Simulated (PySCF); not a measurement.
## Magnetic susceptibility: `[N+]([B@@H-](N=C)Br)#CC`, C3H6BBrN2

Molfile (atoms numbered from 1):
```
C3H6BBrN2
     RDKit          3D

 13 12  0  0  0  0  0  0  0  0999 V2000
   -1.6214   -0.7433    0.6642 C   0  0  0  0  0  0  0  0  0  0  0  0
   -1.9301    0.4253    0.4491 N   0  0  0  0  0  0  0  0  0  0  0  0
   -1.1102    1.5458   -0.0627 B   0  0  1  0  0  0  0  0  0  0  0  0
   -0.8316    2.8705    1.3836 Br  0  0  0  0  0  0  0  0  0  0  0  0
    0.2618    0.9439   -0.3496 N   0  0  0  0  0  0  0  0  0  0  0  0
    0.8392   -0.0642   -0.2206 C   0  0  0  0  0  0  0  0  0  0  0  0
    1.9741   -0.9469   -0.2642 C   0  0  0  0  0  0  0  0  0  0  0  0
   -2.3027   -1.4684    1.0806 H   0  0  0  0  0  0  0  0  0  0  0  0
   -0.5730   -1.1146    0.4289 H   0  0  0  0  0  0  0  0  0  0  0  0
   -1.5474    2.0330   -1.0473 H   0  0  0  0  0  0  0  0  0  0  0  0
    2.7364   -0.5609    0.4150 H   0  0  0  0  0  0  0  0  0  0  0  0
    1.7233   -1.9648    0.0267 H   0  0  0  0  0  0  0  0  0  0  0  0
    2.3772   -0.9548   -1.2785 H   0  0  0  0  0  0  0  0  0  0  0  0
  1  2  2  0
  2  3  1  0
  3  4  1  0
  3  5  1  0
  5  6  3  0
  6  7  1  0
  1  8  1  0
  1  9  1  0
  3 10  1  6
  7 11  1  0
  7 12  1  0
  7 13  1  0
M  CHG  2   3  -1   5   1
M  END
```

Computed, not measured: GIAO B3LYP/pcSseg-1 magnetisability, rotational g tensor and spin-rotation constants, non-relativistic, gas phase (PySCF). Geometry: GFN2-xTB.

The calculation is non-relativistic, which matters for the atoms heavier than Zn.

Q: What are the magnetisability and the molar susceptibility?

A: Isotropic -1378 × 10⁻³⁰ J/T², or -83.0 × 10⁻⁶ cm³/mol; principal values -1704, -1285, -1145 × 10⁻³⁰ J/T², anisotropy 504 × 10⁻³⁰ J/T² (root of half the summed squared differences of the principal values). The susceptibility is in cgs units.

Q: Split it along the inertial axes a, b, c into diamagnetic and paramagnetic parts about the centre of mass, with the quadrupole moment.

A: 
```csv
axis,χ (10⁻⁶ cm³/mol),diamagnetic (10⁻⁶ cm³/mol),paramagnetic (10⁻⁶ cm³/mol),summed x² of all electrons (Å²),quadrupole Θ (D Å)
a,-80.5,-497.9,417.4,261.0,+15.71
b,-75.5,-1227.5,1152.0,89.1,-5.91
c,-92.9,-1485.2,1392.3,28.3,-9.80
```
Anisotropies 2χaa − χbb − χcc = +7.4 and 2χbb − χaa − χcc = +22.4 × 10⁻⁶ cm³/mol. Θ is traceless in Buckingham's convention.

Q: And the rotational g tensor?

A: 
```
axis  rotational constant (GHz)        g  nuclear part  electronic part
   a                     3.0246  -0.0218        0.5713          -0.5931
   b                     1.0001  -0.0036        0.5376          -0.5412
   c                     0.8175  +0.0046        0.5394          -0.5347
```
Asymmetric top; isotopes 11B, 79Br, 12C, 1H, 14N; no vibrational averaging.
